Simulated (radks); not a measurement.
Coulomb parameter of the 4f shell of the praseodymium ion Pr+ in the model configuration [Xe] 4f1.5 5d1.5 6s1, as a second difference U = [E(n + 0.5) + E(n - 0.5) - 2 E(n)] / (0.5)^2 with all orbitals relaxed. "Bare": the charge of the atom changes with n. "Screened": the 5d shell takes up the change at fixed total charge, which measures U(4f,4f) + U(5d,5d) - 2 U(4f,5d). All-electron calculation, scalar-relativistic Kohn-Sham, PBEsol, spin-unpolarised, spherical densities, finite nucleus; Fermi nuclear charge, rms radius 4.8919 fm. Program: a radial shooting solver on a logarithmic mesh with Libxc functionals.

| case | configuration | E - E(n) (eV) |
|---|---|---|
| start | [Xe] 4f1.5 5d1.5 6s1 | 0.000 |
| bare +0.5 | [Xe] 4f2 5d1.5 6s1 | -5.843 |
| bare -0.5 | [Xe] 4f1 5d1.5 6s1 | 9.633 |
| screened +0.5 | [Xe] 4f2 5d1 6s1 | -2.437 |
| screened -0.5 | [Xe] 4f1 5d2 6s1 | 3.689 |

U(bare) = 15.160 eV, U(screened by 5d) = 5.010 eV, against the Slater integral F0(4f,4f) = 25.418 eV with frozen orbitals.
